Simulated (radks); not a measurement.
The numbers below are computed, except where a source is named.
The platinum anion Pt- inside a hard spherical wall (all orbitals vanish at R), configuration held at [Xe] 4f14 5d9 6s2 and not refilled when levels cross. Level of theory: scalar-relativistic Kohn-Sham, PBE, spin-unpolarised, spherical densities, point nucleus (a radial shooting solver on a logarithmic mesh with Libxc functionals). Eigenvalues in eV, with the zero of energy where the potential of the charges vanishes at infinity; a dash marks a level that is unbound or too diffuse for the functional's potential to be trusted. A positive occupied level is held by the wall or, in an anion where self-interaction has pushed it up, behind a barrier. The pressure on the wall is -dE/dV.

| R (bohr) | E (hartree) | kinetic (hartree) | e(4f) | e(5p) | e(6s) | e(5d) | e(6p, empty) | e(7s, empty) | pressure (GPa) |
|---|---|---|---|---|---|---|---|---|---|
| 15 | -18413.6073 | 20541.881 | -63.446 | -49.285 | 0.423 | 0.594 | 3.116 | 3.181 | 0.000581 |
| 10 | -18413.6049 | 20541.898 | -63.245 | -49.080 | 0.602 | 0.793 | 4.289 | 5.794 | 0.0422 |
| 8 | -18413.5958 | 20541.952 | -62.814 | -48.646 | 0.991 | 1.205 | 5.361 | 8.981 | 0.350 |
| 7 | -18413.5801 | 20542.036 | -62.291 | -48.126 | 1.470 | 1.689 | 6.367 | 12.102 | 1.16 |
| 5 | -18413.4092 | 20542.828 | -58.968 | -44.922 | 4.686 | 4.600 | 11.741 | 28.259 | 20.7 |
| 4 | -18412.9482 | 20544.745 | -53.475 | -39.884 | 10.604 | 9.229 | 20.448 | 52.327 | 126 |
| 3.5 | -18412.3023 | 20547.271 | -47.941 | -35.034 | 17.347 | 13.910 | 29.889 | 76.544 | 358 |
